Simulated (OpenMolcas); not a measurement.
**Ionisation energies of lanthanum**

```
Program             : OpenMolcas 26.06
Basis               : ANO-RCC [11s10p8d5f3g2h]
Scalar Hamiltonian  : DKH2, point nucleus
Spin-orbit coupling : state interaction with AMFI integrals over the reference wave functions, term energies averaged over their components
```

Active shells in each charge state: the valence d shell, with orbitals averaged over the low states. Where CASPT2's correlated closed shells are named, they are those of the first ion.

A. CASSCF
B. SS-CASPT2, IPEA 0.25 Eh, imaginary shift 0.1 Eh (closed shells correlated: 5s 5p)
C. SS-CASPT2, IPEA 0.25 Eh, imaginary shift 0.1 Eh (closed shells correlated: 4d 5s 5p)
D. SS-CASPT2, IPEA 0.25 Eh, imaginary shift 0.1 Eh (closed shells correlated: none)
E. SS-CASPT2, IPEA 0 Eh, imaginary shift 0.1 Eh (closed shells correlated: 5s 5p)

Energies in eV between the lowest computed levels, named as in B; reference values from the NIST Atomic Spectra Database with their kind.

```csv
From,To,A,B,C,D,E,Spin-orbit share in B,Reference
La2+ 5d 2D 3/2,La3+ 5p6 1S0,18.222,19.024,19.000,18.222,19.128,+0.121,19.177 (measured)
```

Error against the reference values, in %:

| From | Reference | A | B | C | D | E |
| --- | --- | --- | --- | --- | --- | --- |
| La2+ | measured | -5.0 | -0.8 | -0.9 | -5.0 | -0.3 |

Absolute error against the one measured value: A 0.96 eV, B 0.15 eV, C 0.18 eV, D 0.96 eV, E 0.05 eV. E lies closest.

The lowest level within the active space need not be the ion's true ground level.
